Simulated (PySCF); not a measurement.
Polarisability and C₆ of Se⁺ (selenium, charge +1)

[Ar] 3d10 4s2 4p3, high-spin 4S determinant. All numbers are calculated (PySCF 2.14, no relativity, point nucleus, in def2-QZVPPD). Coupled (time-dependent) response in atomic units; α is the mean over directions.

```csv
method,mean α (bohr³),C₆ (like pair),S(−4)
CAM-B3LYP,14.21,87.76,48.96
```

S(−4) is the Cauchy moment in α(ω) = α(0) + S(−4) ω² + …

α(iu) at CAM-B3LYP:

```
u (hartree)  α(iu) (bohr³)
          0          14.21
     0.0500          14.09
      0.100          13.74
      0.200          12.52
      0.300          10.95
      0.500          7.932
      0.750          5.296
       1.00          3.704
       1.50          2.101
       2.00          1.381
       3.00         0.7686
       5.00         0.3755
```

For an ion, C₆ is the dispersion term alone; charge-induced terms of lower order in 1/R come first.
